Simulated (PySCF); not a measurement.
## How methods differ on the excitation energy of Cd

Cd [Kr] 4d10 5s2 (1S) → Cd [Kr] 4d10 5s1 5p1 (3P), as a difference of total energies. All numbers are calculated (PySCF 2.14, scalar relativity through the core potential, in aug-cc-pVDZ-PP with ECP28MDF (5s5p4d2f, 54 functions)). Correlated levels: valence: 4s2 4p6 frozen. The calculations carry no spin-orbit coupling.

Q: Order these methods by the excitation energy they give, lowest first.
A. SCS-MP2 (valence)
B. CCSD(T) (valence)
C. CCSD (valence)
D. UHF

A: D (20230 cm⁻¹), C (29715 cm⁻¹), B (30420 cm⁻¹), A (31229 cm⁻¹).

Errors of the correlated levels include the incompleteness of this basis and the frozen core.

For comparison: 31246 cm⁻¹ (measured; NIST levels, between the centres of gravity of the two terms).
